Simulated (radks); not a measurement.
Problem. All-electron atom: the arsenic ion As4+ in [Ar] 3d10 4s1 (the NIST ground configuration). Calculated with a radial shooting solver on a logarithmic mesh with Libxc functionals: Dirac Kohn-Sham, PBE, spin-unpolarised, spherical densities, finite nucleus; Fermi nuclear charge, rms radius 4.0968 fm. Some entries of the table are withheld. Estimate them.

orbital  occ.  eigenvalue (eV)  <r^2> (bohr^2)
1s1/2       2              (1)        0.002786
2s1/2       2        -1536.718             (2)
2p1/2       2              (3)             (4)
2p3/2       4              (5)             (6)
3s1/2       2              (7)          0.4115
3p1/2       2        -187.2675             (8)
3p3/2       4        -182.2321             (9)
3d3/2       4         -91.0282          0.5516
3d5/2       6         -90.2878          0.5587
4s1/2       1         -56.9680           3.170

Solution. 
(1) 1s1/2 eigenvalue (eV): -11767.24
(2) 2s1/2 <r^2> (bohr^2): 0.04842
(3) 2p1/2 eigenvalue (eV): -1378.437
(4) 2p1/2 <r^2> (bohr^2): 0.03745
(5) 2p3/2 eigenvalue (eV): -1341.859
(6) 2p3/2 <r^2> (bohr^2): 0.03892
(7) 3s1/2 eigenvalue (eV): -240.5064
(8) 3p1/2 <r^2> (bohr^2): 0.4353
(9) 3p3/2 <r^2> (bohr^2): 0.4502
